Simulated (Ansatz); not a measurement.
C2H10N2Si can be A, `CC(N)N[SiH3]`, or B, `C[SiH](N)CN`.

Gas-phase electronic energies from Ansatz, PBE0-D4/def2-TZVP geometries. CBS: MP2 limit from def2 TZ/QZ plus the TZ coupled-cluster correction, frozen cores. Functionals use def2-TZVPP. B3LYP here is the variant with VWN-RPA as its local correlation; programs differ in this. Each species was taken in one conformer, which may not be the lowest.

A:

Z-matrix (Å, degrees):
```
C
C 1 1.519
H 1 1.096 2 110.1
H 1 1.091 2 110.7 3 119.1
H 1 1.091 2 110.8 3 -119.6
N 2 1.446 1 109.0 3 64.2
N 2 1.458 1 112.3 3 -63.0
H 2 1.097 1 108.5 3 -179.8
H 6 1.014 2 110.4 1 -54.8
H 6 1.013 2 109.8 1 -172.9
Si 7 1.718 2 123.7 1 -97.6
H 7 1.010 2 112.9 1 55.3
H 11 1.486 7 107.6 2 -172.3
H 11 1.496 7 115.6 2 67.3
H 11 1.488 7 108.3 2 -52.4
```

B:

Z-matrix (Å, degrees):
```
C
Si 1 1.863
H 1 1.093 2 111.7
H 1 1.093 2 110.4 3 -119.8
H 1 1.092 2 110.1 3 121.0
N 2 1.732 1 107.5 3 -58.7
C 2 1.879 1 112.2 3 -175.7
H 2 1.498 1 109.7 3 65.4
H 6 1.008 2 119.6 1 172.0
H 6 1.008 2 118.7 1 32.5
N 7 1.458 2 109.7 1 59.8
H 7 1.104 2 109.0 1 -173.8
H 7 1.097 2 107.7 1 -59.4
H 11 1.013 7 110.1 2 52.5
H 11 1.012 7 111.7 2 172.1
```

Problem. Which is lower in electronic energy at CCSD(T)/CBS, and by how much? (An estimate is asked.)

Solution. Ansatz gave: B, by 79.9 kJ/mol.

Problem. Give E(B) − E(A) in kJ/mol with CCSD/def2-TZVPP, CCSD(T)/def2-TZVPP, B3LYP-D4, B2PLYP, B3LYP, HF/def2-TZVPP, ωB97M-V. (An estimate is asked.)

Solution. The calculation gave: CCSD/def2-TZVPP -75.2, CCSD(T)/def2-TZVPP -75.0, B3LYP-D4 -78.4, B2PLYP -77.9, B3LYP -77.6, HF/def2-TZVPP -67.2, ωB97M-V -82.4. None reverses the order clearly.

Largest T1 diagnostic: 0.010.

In def2-TZVPP, CCSD(T) changes the Hartree–Fock value by −7.8 kJ/mol (the triples alone add +0.2 kJ/mol) and MP2 by −12.1 kJ/mol.
